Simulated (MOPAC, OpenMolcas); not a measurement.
**CH4AlClO (SMILES C[O][AlH][Cl]): methods side by side**

The species is CH4AlClO (8 atoms), meant as a singlet with charge 0. As SMILES, `C[O][AlH][Cl]`. The shape is that of a PBE0-D4/def2-TZVP optimisation. This is one conformer, not always the lowest.

Quantity: the HOMO–LUMO gap, in eV. The values are calculated.

```
                              level            kind     program  value (eV)
                                AM1  semi-empirical       MOPAC       10.79
    HF/6-31G* (spherical functions)    Hartree–Fock  OpenMolcas       14.22
 SVWN5/6-31G* (spherical functions)             LDA  OpenMolcas        5.33
   PBE/6-31G* (spherical functions)             GGA  OpenMolcas        5.40
 M06-L/6-31G* (spherical functions)        meta-GGA  OpenMolcas        6.13
 B3LYP/6-31G* (spherical functions)   global hybrid  OpenMolcas        7.23
B2PLYP/6-31G* (spherical functions)   double hybrid  OpenMolcas       10.14
```

The values span 5.33 to 14.22 eV. Orbital gaps aren't excitation energies, and those of double hybrids come from the SCF part alone; they tend to grow with the share of exact exchange.
